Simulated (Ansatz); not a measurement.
Basis-set extrapolation for ClH$_{5}$N$_{2}$OSi, SMILES `N[Si](N)(O)Cl` (PBE0-D4/def2-TZVP geometry, frozen core, the Gaussian-basis code of Ansatz). Multiplicity 1, RHF reference.

```tsv
	def2-TZVPP	def2-QZVPP
HF	-935.413581	-935.445293
MP2 correlation	-0.974101	-1.055364
CCSD(T) correlation	-1.047986	not run
```

Energies in hartree. Use E(X) = E(∞) + A·exp(−7.88·√X) for Hartree–Fock and E(X) = E(∞) + B·X^(−2.97) for correlation, with X = 3 and 4, and add CCSD(T) minus MP2 of the smaller set to the MP2 limit.

**Question.** What is the CCSD(T) energy at the basis-set limit?

**Answer.** HF limit: -935.445293 + (-0.031712) × 0.13774 = -935.44966. MP2 limit: -1.055364 + (-0.081263) × 0.74074 = -1.11556. Higher-order term: -1.047986 − (-0.974101) = -0.07389. Total: -936.63911 hartree, 111.4 kcal/mol below CCSD(T)/def2-TZVPP.
